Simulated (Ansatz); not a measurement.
Ansatz (a program for electronic structure) input (CCSD(T)/aug-cc-pV(D+d)Z):
A basis named .json is the Basis Set Exchange file of that set.

Ansatz 0.2 input:
```yaml
crystal:
  periodic: [false, false, false]
  atoms:
    - {symbol: Si, position_ang: [-0.24479723, -0.16964960, 0.01504643]}
    - {symbol: F, position_ang: [-1.51013434, -1.04655468, 0.09282020]}
    - {symbol: Cl, position_ang: [-0.47769741, 1.75848922, -0.03021888]}
    - {symbol: Cl, position_ang: [1.47877801, -1.06471942, -0.03131240]}
basis:
  gaussian:
    orbitals: aug-cc-pV_D+d_Z.json
total_charge: 1
magnetization: {spin_polarized: false}
correlation: {method: ccsd_t, electrons: outside_noble_gas}
output: {forces: true}
```

End of the output:

```
integrals: 0.21 GiB planned
1157 factors; integrals over basis functions are off by at most 5.2e-4 eV
mean field: 0.55 GiB planned
mean field evaluation 1: about -35568.2734 eV, gradient 4.4e1 eV
mean field evaluation 2: about -35568.4839 eV, gradient 4.4e1 eV
mean field evaluation 4: about -35571.7930 eV, gradient 2.0e0 eV
mean field evaluation 8: about -35571.8229 eV, gradient 2.1e-1 eV
mean field evaluation 16: about -35568.2729 eV, gradient 4.4e1 eV
mean field -35571.82309948 eV, -1307.2403874583 hartree, gradient 2.7e-6 eV, S^2 0.000000; 0 other end points of the search recorded, 0 dependent functions left out
16 core orbitals not correlated
reference -35571.82309948 eV, -1307.2403874583 hartree; 12, 12 occupied and 91, 91 virtual orbitals, 1157 factors
densities: 0.80 GiB planned
second order -15.63068677 eV of doubles, -0.00000000 eV of singles
coupled cluster: 0.53 GiB planned
cycle   1  -15.98320602 eV  change   -3.5e-1 eV  update   9.5e-2
cycle   2  -16.31101536 eV  change   -3.3e-1 eV  update   2.8e-2
cycle   3  -16.39911770 eV  change   -8.8e-2 eV  update   1.5e-2
cycle   4  -16.39626303 eV  change    2.9e-3 eV  update   3.5e-3
cycle   5  -16.39241747 eV  change    3.8e-3 eV  update   1.3e-3
cycle   6  -16.39235703 eV  change    6.0e-5 eV  update   3.9e-4
cycle   7  -16.39232264 eV  change    3.4e-5 eV  update   1.0e-4
cycle   8  -16.39231975 eV  change    2.9e-6 eV  update   3.4e-5
cycle   9  -16.39233339 eV  change   -1.4e-5 eV  update   1.2e-5
cycle  10  -16.39233260 eV  change    7.9e-7 eV  update   3.8e-6
perturbative correction -0.51345966 eV, -0.0188692943 hartree
the calculation of the forces begins
Total energy: -35588.72889173 eV, -1307.8616638644 hartree
Atom 0 at    -0.244797    -0.169650     0.015046 Å, force     0.527509     0.365575    -0.032423 eV/Å
Atom 1 at    -1.510134    -1.046555     0.092820 Å, force    -0.858726    -0.595115     0.052781 eV/Å
Atom 2 at    -0.477697     1.758489    -0.030219 Å, force    -0.066813     0.450157    -0.010049 eV/Å
Atom 3 at     1.478778    -1.064719    -0.031312 Å, force     0.398031    -0.220617    -0.010309 eV/Å
Dipole moment:     0.128393     0.088979    -0.007892 e Å
```
